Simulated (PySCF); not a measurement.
A simulated first-order isotropic EPR spectrum at 34.143 GHz has these lines.

Lines, field (mT) (relative intensity): 1219.07 (1), 1219.86 (1), 1220.65 (1), 1221.44 (1)

Find the g value from the centre of the pattern.

The pattern is symmetric about 1220.25 mT, so g = hν/(μB·B0) = 34143/(13.99624 × 1220.25) = 1.9991, a shift of -3.2 × 10⁻³ from the free-electron value.

Which couplings and how many nuclei make this pattern?

The first two lines at either end are about 0.79 mT apart, which is the smallest coupling, and their intensity ratio 1:1 counts the nuclei that share it. In full: a 1:1:1:1 quartet of 0.79 mT (22 MHz), from 1 nucleus of spin 3/2. Check: Σ 2nI·a is the distance from the first to the last line, 2.37 mT.

The radical has the formula CaCl. Propose a structure, and say which nuclei carry the couplings.

calcium monochloride (`[Cl][Ca]`) [radical], numbered [Cl:1][Ca:2]. 0.79 mT: 35Cl at Cl1 (1 bond from Ca2; computed sign +). The largest Mulliken spin population is on Ca2 (+0.99).

Theory: UKS B3LYP, IGLO-III on Cl, def2-TZVP with uncontracted s and p shells and three added tight s functions on Ca, non-relativistic, mean-field spin-orbit, GIAO (PySCF 2.14.0). Isolated species at its PBE0-D3(BJ)/def2-SVP geometry, gas phase.

Main isotope only: 35Cl (natural samples also hold 24 % 37Cl, magnetic too, which adds its own pattern).

Rare isotopes and splittings under 0.04 mT were left out of the simulation.
